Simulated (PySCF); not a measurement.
C3H4ClFSi, SMILES FC1=C(Cl)C[SiH2]1. Atoms are numbered in the order given.

```xyz
10

F      2.0947     0.0416     0.0000
C      0.8168     0.3935     0.0000
C     -0.2601    -0.4158     0.0000
Cl    -0.2900    -2.1360     0.0000
C     -1.4930     0.4674     0.0000
Si    -0.2577     1.9290     0.0000
H     -2.1177     0.3459     0.8987
H     -2.1177     0.3459    -0.8987
H     -0.2302     2.7850    -1.2173
H     -0.2302     2.7850     1.2173
```

Geometry: ωB97X-D3(BJ)/def2-SVP. The structure was generated by enumeration, and PubChem lists no compound with its InChIKey, so it may never have been made.

Level of theory: PBE0/pcSseg-1 run with PySCF.

GIAO shieldings, no solvent; atoms alike by connectivity are averaged. δ = σ(ref) − σ: ¹⁹F against CFCl3 (σ = 167.2 ppm); ¹³C against TMS (σ = 186.3 ppm); ³⁵Cl against HCl (σ = 945.9 ppm); ²⁹Si against TMS (σ = 352.7 ppm); ¹H against TMS (σ = 31.56 ppm), references at their B3LYP-D3(BJ)/def2-TZVP geometries, non-relativistic (without spin–orbit terms, shifts of atoms bonded to Cl or Br come out too high).

```
atoms    nucleus  count     δ (ppm)
-------  -------  -----  ----------
F1           ¹⁹F      1      -110.1
C2           ¹³C      1       165.3
C3           ¹³C      1       132.6
C5           ¹³C      1  (withheld)
Cl4         ³⁵Cl      1  (withheld)
Si6         ²⁹Si      1  (withheld)
H9, H10       ¹H      2  (withheld)
H7, H8        ¹H      2        1.97
```

Some entries are withheld; supply them. (The exact figures need the calculation; the answer reports its results.)


- Si6, δ (ppm): -41.2
- C5, δ (ppm): 17.0
- Cl4, δ (ppm): 272.1
- H9, H10, δ (ppm): 5.13
